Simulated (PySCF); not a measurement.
## Polarisability and C₆ of Sm⁶⁰⁺ (samarium, charge +60)

1s2, closed-shell 1S. Calculation: PySCF 2.14, in an even-tempered Gaussian basis (15 s from 150 bohr⁻², ratio 2.2; 7 p from 230 bohr⁻², ratio 2.4; 4 d from 690 bohr⁻², ratio 2.4; 3 f from 1000 bohr⁻², ratio 2.4; 3 g from 1500 bohr⁻², ratio 2.4); the non-relativistic Hamiltonian (point nucleus). Coupled (time-dependent) response in atomic units; α is the mean over directions.

```
method  mean α (bohr³)  C₆ (like pair)      S(−4)
   UHF       6.234e-07       4.733e-10  2.557e-13
  PBE0       6.248e-07       4.748e-10  2.572e-13
```

S(−4) is the Cauchy moment in α(ω) = α(0) + S(−4) ω² + …

α(iu) at PBE0:

```json
{"u (hartree)": "0", "α(iu) (bohr³)": "6.248e-07"}
{"u (hartree)": "200", "α(iu) (bohr³)": "6.147e-07"}
{"u (hartree)": "400", "α(iu) (bohr³)": "5.864e-07"}
{"u (hartree)": "800", "α(iu) (bohr³)": "4.967e-07"}
{"u (hartree)": "1200", "α(iu) (bohr³)": "3.985e-07"}
{"u (hartree)": "1600", "α(iu) (bohr³)": "3.145e-07"}
{"u (hartree)": "2000", "α(iu) (bohr³)": "2.490e-07"}
{"u (hartree)": "3000", "α(iu) (bohr³)": "1.470e-07"}
{"u (hartree)": "4000", "α(iu) (bohr³)": "9.465e-08"}
{"u (hartree)": "6000", "α(iu) (bohr³)": "4.759e-08"}
{"u (hartree)": "10000", "α(iu) (bohr³)": "1.862e-08"}
```

A single London oscillator, α(iu) = α/(1 + u²/ω²), gives C₆ = (3/4) ω α². Matching the computed C₆ needs ω = 4 × 4.748e-10 / (3 × 6.248e-07²) = 1620 hartree.

For an ion, C₆ is the dispersion term alone; charge-induced terms of lower order in 1/R come first.

A non-relativistic calculation at this Z misses sizeable relativistic shifts.
